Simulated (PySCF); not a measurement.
HS₂, SMILES S[S] (connectivity only; charge and spin as stated), charge -1, multiplicity 1. Atoms are numbered in the order given.

```xyz
3

S      0.0127     1.0931     0.0000
S     -0.0888    -1.0083     0.0000
H      1.2187    -1.3575     0.0000
```
Charge -1, spin multiplicity 1.

Geometry: B3LYP-D3(BJ)/def2-TZVPD. The multiplicity is an assumed one; other spin states were not compared. The isomer is the one that the SMILES or the coordinates give; other isomers of the formula were not compared.

Two levels are set side by side: PBE/pcSseg-2 (PySCF) and KT2/pcSseg-2 (PySCF). GIAO shifts against H2S (³³S), TMS (¹H) at the same level; non-relativistic, no solvent, atoms listed together averaged. Differences are taken from unrounded values.

| quantity | KT2 | PBE | PBE minus KT2 |
|---|---|---|---|
| δ(³³S) of S1 (ppm) | 190.9 | 201.4 | 10.6 |
| δ(³³S) of S2 (ppm) | 96.2 | 108.5 | 12.3 |
| δ(¹H) of H3 (ppm) | 0.53 | 0.59 | 0.06 |

Rough cost on one machine, each run with all the roots and properties that it gave: KT2 against PBE within a factor of 2.
